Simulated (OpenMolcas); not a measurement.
## OpenMolcas run: Al+

Input:

```
&GATEWAY
Coord
1

Al 0.0 0.0 0.0
Basis=ANO-RCC-VTZP
Group=XYZ
NoMove
AngMom=0.0 0.0 0.0
AMFI
&SEWARD
* reference wave functions (RASSCF and RASSI steps not shown): 2 electrons in 8 orbitals (3s 3p 4s 4p)
>>> COPY JOB001 $Project.JobIph
&CASPT2
Multistate=1 1
Frozen=2 3
IPEA=0.6
Imaginary=0.15
MaxIter=60
WThr=0.0 0.3 0.05
PrWF=0.5
NoMix
>>> COPY JOB003 $Project.JobIph
&CASPT2
Multistate=3 1 2 3
Frozen=2 3
IPEA=0.6
Imaginary=0.15
MaxIter=60
WThr=0.0 0.3 0.05
PrWF=0.5
NoMix
>>> COPY JOB004 $Project.JobIph
&CASPT2
Multistate=3 1 2 3
Frozen=2 3
IPEA=0.6
Imaginary=0.15
MaxIter=60
WThr=0.0 0.3 0.05
PrWF=0.5
NoMix
```

Launched by
```bash
OMP_NUM_THREADS=1 MOLCAS_MEM=2252 MOLCAS_PROJECT=a pymolcas a.inp > a.log  # once for each step of the input, in one work folder
```

Output, cut to the results:

```
--- CASPT2 ---
Orbital specifications:
      -----------------------

      Symmetry species                           1   2
                                                ag  au
      Frozen orbitals                            2   3
      Inactive orbitals                          0   0
      Active orbitals                            2   6
      Secondary orbitals                        11  10
      Deleted orbitals                           0   0
      Number of basis functions                 15  19
Type of calculation                        SS-CASPT2
      Fock operator                              state-specific
      IPEA shift                                 0.60
      Real shift                                 0.00
      Imaginary shift                            0.15
      The input orbitals will be transformed to quasi-canonical
Reference energy:        -242.1483192970
      E2 (Non-variational):      -0.0009129621
      Shift correction:          -0.0000072450
      E2 (Variational):          -0.0009202071
      Total energy:            -242.1492395042
      Residual norm:              0.0000001898
      Reference weight:           0.99948
      Contributions to the CASPT2 correlation energy
      Active & Virtual Only:         -0.0009129621
      One Inactive Excited:           0.0000000000
      Two Inactive Excited:           0.0000000000
::    CASPT2 Root  1     Total energy:   -242.14923950
--- CASPT2 ---
Orbital specifications:
      -----------------------

      Symmetry species                           1   2
                                                ag  au
      Frozen orbitals                            2   3
      Inactive orbitals                          0   0
      Active orbitals                            2   6
      Secondary orbitals                        11  10
      Deleted orbitals                           0   0
      Number of basis functions                 15  19
Type of calculation                        MS-CASPT2
      Fock operator                              state-specific
      IPEA shift                                 0.60
      Real shift                                 0.00
      Imaginary shift                            0.15
      The input orbitals will be transformed to quasi-canonical
Reference energy:        -241.8394030727
      E2 (Non-variational):      -0.0263189754
      Shift correction:          -0.0007971883
      E2 (Variational):          -0.0271161636
      Total energy:            -241.8665192363
      Residual norm:              0.0000003226
      Reference weight:           0.97177
      Contributions to the CASPT2 correlation energy
      Active & Virtual Only:         -0.0263189754
      One Inactive Excited:           0.0000000000
      Two Inactive Excited:           0.0000000000
Reference energy:        -241.8394030727
      E2 (Non-variational):      -0.0263189503
      Shift correction:          -0.0007971861
      E2 (Variational):          -0.0271161364
      Total energy:            -241.8665192091
      Residual norm:              0.0000003226
      Reference weight:           0.97177
      Contributions to the CASPT2 correlation energy
      Active & Virtual Only:         -0.0263189503
      One Inactive Excited:           0.0000000000
      Two Inactive Excited:           0.0000000000
::    CASPT2 Root  1     Total energy:   -241.86651924
::    CASPT2 Root  2     Total energy:   -241.86651921
::    CASPT2 Root  3     Total energy:   -241.86651923
::    MS-CASPT2 Root  1     Total energy:   -241.86651924
::    MS-CASPT2 Root  2     Total energy:   -241.86651923
::    MS-CASPT2 Root  3     Total energy:   -241.86651921
--- CASPT2 ---
Orbital specifications:
      -----------------------

      Symmetry species                           1   2
                                                ag  au
      Frozen orbitals                            2   3
      Inactive orbitals                          0   0
      Active orbitals                            2   6
      Secondary orbitals                        11  10
      Deleted orbitals                           0   0
      Number of basis functions                 15  19
Type of calculation                        MS-CASPT2
      Fock operator                              state-specific
      IPEA shift                                 0.60
      Real shift                                 0.00
      Imaginary shift                            0.15
      The input orbitals will be transformed to quasi-canonical
Reference energy:        -241.9752864081
      E2 (Non-variational):      -0.0060778627
      Shift correction:          -0.0001386963
      E2 (Variational):          -0.0062165589
      Total energy:            -241.9815029670
      Residual norm:              0.0000001304
      Reference weight:           0.99474
      Contributions to the CASPT2 correlation energy
      Active & Virtual Only:         -0.0060778627
      One Inactive Excited:           0.0000000000
      Two Inactive Excited:           0.0000000000
Reference energy:        -241.9752864081
      E2 (Non-variational):      -0.0060778583
      Shift correction:          -0.0001386959
      E2 (Variational):          -0.0062165542
      Total energy:            -241.9815029623
      Residual norm:              0.0000001304
      Reference weight:           0.99474
      Contributions to the CASPT2 correlation energy
      Active & Virtual Only:         -0.0060778583
      One Inactive Excited:           0.0000000000
      Two Inactive Excited:           0.0000000000
::    CASPT2 Root  1     Total energy:   -241.98150297
::    CASPT2 Root  2     Total energy:   -241.98150296
::    CASPT2 Root  3     Total energy:   -241.98150297
::    MS-CASPT2 Root  1     Total energy:   -241.98150297
::    MS-CASPT2 Root  2     Total energy:   -241.98150297
::    MS-CASPT2 Root  3     Total energy:   -241.98150296
```

Levels above the lowest, from the spin-orbit matrix with the single-state CASPT2 energies, averaged by term, on its diagonal:

| Configuration | Term | J | E (cm⁻¹) | Measured (cm⁻¹) | g | Term weight % |
| --- | --- | --- | --- | --- | --- | --- |
| 3s² | ¹S | 0 | 0.0 | 0.0 |  | 100 |
| 3s 3p | ³P° | 0 | 36691 | 37393 |  | 100 |
| 3s 3p | ³P° | 1 | 36752 | 37454 | 1.501 | 100 |
| 3s 3p | ³P° | 2 | 36875 | 37578 | 1.501 | 100 |
| 3s 3p | ¹P° | 1 | 62050 | 59852 | 1.000 | 100 |

Against the 4 measured excited levels shown (NIST Handbook of Basic Atomic Spectroscopic Data) the mean absolute deviation is 1100 cm-1; the largest miss in energy is 3s 3p ¹P°₁: computed 62050, measured 59852 cm⁻¹ (+3.7 %).

Terms from blocks run as CI alone lack orbitals of their own. Active for correlation alone: 4p 4s; no level in the range computed is led by a configuration that fills them, so any true level of that kind is missing. Measured partners are found by configuration, term and J. A level has none where our copy of the source lacks it or the pairing is in doubt (some pairs that miss far off the trend of their configuration count as doubtful), and it then counts in no deviation. Levels of configurations outside the active space are missing. The first state left out of the spin-orbit step lies near 95000 cm-1 above the lowest spin-free state of the reference (among the parities and spins computed), and the list stops at four fifths of that energy or lower.

The CASPT2 steps took 1.4 s on 1 thread of Arm Neoverse V1 (shared host); the integral step is not counted.

The term weight is that of the spin-free term in the level, not the purity of its configuration. ° marks odd parity.
